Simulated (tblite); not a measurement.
Compound: C7H12P (charge +1).
Numbering: `[CH2:1]=[CH:2][C:3]1=[CH:4][CH2:5][CH2:6][P@@H+:7]1[CH3:8]` (hydrogens: H9, H10 on C1; H11 on C2; H12 on C4; H13, H14 on C5; H15, H16 on C6; H17 on P7; H18, H19, H20 on C8)

The geometry is computed with GFN2-xTB (gas phase).

Problem. What internal coordinates does the optimisation give?

Solution. 
| bond | length (bohr) | order |
| --- | --- | --- |
| C1=C2 | 2.509 | double |
| C2–C3 | 2.733 | single |
| C3=C4 | 2.543 | double |
| C4–C5 | 2.814 | single |
| C5–C6 | 2.920 | single |
| C6–P7 | 3.442 | single |
| P7–C8 | 3.414 | single |
| C3–P7 | 3.399 | single |
| C1–H9 | 2.046 | single |
| C1–H10 | 2.031 | single |
| C2–H11 | 2.041 | single |
| C4–H12 | 2.039 | single |
| C5–H13 | 2.063 | single |
| C5–H14 | 2.066 | single |
| C6–H15 | 2.062 | single |
| C6–H16 | 2.065 | single |
| P7–H17 | 2.609 | single |
| C8–H18, C8–H19, C8–H20 | 2.061 | single |

Bonds in one row agree within 0.02 bohr and their mean is given. Orders are formal, as drawn. A selection of angles:
| angle | degrees |
| --- | --- |
| C2–C1–H9 | 121.5 |
| C2–C1–H10 | 122.0 |
| H9–C1–H10 | 116.4 |
| C1–C2–C3 | 122.9 |
| C1–C2–H11 | 121.1 |
| C3–C2–H11 | 115.9 |
| C2–C3–C4 | 128.3 |
| C2–C3–P7 | 122.7 |
| C4–C3–P7 | 109.0 |
| C3–C4–C5 | 119.1 |
| C3–C4–H12 | 122.2 |
| C5–C4–H12 | 118.7 |
| C4–C5–C6 | 109.3 |
| C4–C5–H13 | 110.2 |
| C4–C5–H14 | 108.9 |
| C6–C5–H13 | 110.9 |
| C6–C5–H14 | 111.2 |
| H13–C5–H14 | 106.2 |
| C5–C6–P7 | 105.4 |
| C5–C6–H15 | 112.5 |
| C5–C6–H16 | 110.5 |
| P7–C6–H15 | 111.5 |
| P7–C6–H16 | 109.0 |
| H15–C6–H16 | 107.8 |
| C6–P7–C8 | 112.9 |
| C6–P7–H17 | 110.5 |
| C8–P7–H17 | 108.4 |
| C3–P7–C6 | 95.3 |
| C3–P7–C8 | 115.4 |
| C3–P7–H17 | 113.9 |
| P7–C8–H18 | 108.7 |
| P7–C8–H19 | 110.7 |
| H18–C8–H19 | 109.0 |

Torsions: C1–C2–C3–C4 -177° (antiperiplanar); C2–C3–C4–C5 180° (antiperiplanar); C3–C4–C5–C6 -9° (synperiplanar); C4–C5–C6–P7 14° (synperiplanar); C5–C6–P7–C8 108° (anticlinal); C2–C3–P7–C6 -172° (antiperiplanar).

The 3 C–P bonds span 1.799 Å (C3–P7, drawn single) to 1.822 Å (C6–P7, drawn single), a spread of 0.023 Å. C2 (alkene CH carbon) is planar (angles 122.9°, 121.1° and 115.9°, sum 360.0°, 0.00 Å off the plane of its three neighbours). P7 (phosphonium phosphorus) has angles from 95.3° to 115.4°. The 5-membered ring C3–C4–C5–C6–P7 has internal angles of 95.3° to 119.1°; it is slightly puckered (a soft mode that the optimisation may not have finished), 0.07 Å rms from its mean plane, widest ring torsion 14°. C1 (terminal =CH2 carbon) is planar (angles 122.0°, 121.5° and 116.4°, sum 360.0°, 0.00 Å off the plane of its three neighbours). C4 (alkene CH carbon) is planar (angles 122.2°, 119.1° and 118.7°, sum 360.0°, 0.00 Å off the plane of its three neighbours). The C–C distances run from 1.328 Å (C1=C2, drawn double) to 1.545 Å (C5–C6, drawn single), a spread of 0.217 Å.

Point group: C1 (no symmetry element, even within 0.4 Å). Its GFN2-xTB frequencies are all real (lowest 61 cm⁻¹). 2 starts were optimised and ended at 0.00 and 0.09 kcal/mol (GFN2-xTB); the lowest of these is shown.

One conformer stands for the species.
